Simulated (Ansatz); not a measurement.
One change: `[SiH3]C[SiH]1[AlH][SiH2]1` becomes `CC[SiH]1[AlH][SiH2]1`.

Ansatz, PBE0-D4/def2-TZVP geometries, multiplicity 1. Each molecule was computed in one conformer, which needn't be the lowest.

```
                                      property  `[SiH3]C[SiH]1[AlH][SiH2]1`
size of the dipole moment (PBE/def2-TZVPP) / D                         1.42
          HOMO–LUMO gap (PBE0/def2-TZVPP) / eV                         3.94
            LUMO energy (PBE0/def2-TZVPP) / eV                        -2.19
         HOMO–LUMO gap (B3LYP/def2-TZVPP) / eV                         3.63
         HOMO energy (ωB97M-V/def2-TZVPP) / eV                        -7.98
         LUMO energy (ωB97M-V/def2-TZVPP) / eV                        -0.49
```

Problem. Give the same properties after the change, and the shifts. (An estimate is asked.)

Solution. Computed: 
| property | `CC[SiH]1[AlH][SiH2]1` | shift |
| --- | --- | --- |
| size of the dipole moment (PBE/def2-TZVPP) / D | 1.25 | -0.17 |
| HOMO–LUMO gap (PBE0/def2-TZVPP) / eV | 3.94 | 0.00 |
| LUMO energy (PBE0/def2-TZVPP) / eV | -2.08 | 0.11 |
| HOMO–LUMO gap (B3LYP/def2-TZVPP) / eV | 3.63 | 0.00 |
| HOMO energy (ωB97M-V/def2-TZVPP) / eV | -7.89 | 0.09 |
| LUMO energy (ωB97M-V/def2-TZVPP) / eV | -0.39 | 0.10 |

Dipoles are sizes alone; their direction can turn.

B3LYP here is the variant with VWN-RPA as its local correlation; programs differ in this.
